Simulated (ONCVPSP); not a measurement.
**An all-electron radial function and its pseudo partner (nickel (Ni))**

Columns: radius, all-electron u(r) and pseudo u(r) of the 3s shell (level -111.06 eV) of nickel in the configuration [Ne] 3s2 3p6 3d8 4s2; PBE, scalar-relativistic, ONCV scheme, ONCVPSP 4.0.1.

```csv
r (bohr),all-electron,pseudo
0.104,-0.3903,0.3356
0.208,-0.6002,0.6395
0.312,0.0898,0.8851
0.416,0.7741,1.0552
0.520,1.1703,1.1438
0.624,1.2975,1.1553
0.728,1.2515,1.1031
0.832,1.1168,1.0048
0.936,0.9500,0.8796
1.040,0.7830,0.7446
1.144,0.6313,0.6130
1.248,0.5011,0.4934
1.352,0.3931,0.3904
1.456,0.3057,0.3048
1.560,0.2362,0.2359
1.664,0.1814,0.1813
1.768,0.1388,0.1387
1.872,0.1058,0.1058
1.976,0.0804,0.0804
2.080,0.0610,0.0610
2.184,0.0462,0.0462
2.288,0.0349,0.0349
2.392,0.0263,0.0263
2.496,0.0198,0.0198
2.600,0.0149,0.0149
2.704,0.0112,0.0112
```

Task: How many radial nodes do the two functions have?

Result: The all-electron 3s function has n − l − 1 = 2 (the table is too coarse to show those close to the nucleus); the pseudo-wave has 0, since the states of the same l below it are removed with the core.

Task: At about which radius was the pseudo-wave matched?

Result: 1.88 bohr. The columns agree to 0.0005 from 1.56 bohr on; several derivatives are matched, so the curves merge somewhat inside the radius.

Task: Where does each function peak?

Result: Outermost all-electron maximum near 0.62 bohr, pseudo maximum near 0.62 bohr (to the table’s step).

Task: Is the pseudo-wave norm-conserving?

Result: Yes: the ONCV scheme keeps the norm inside the radius equal to the all-electron one, which fixes the energy derivative of the logarithmic derivative at the level.
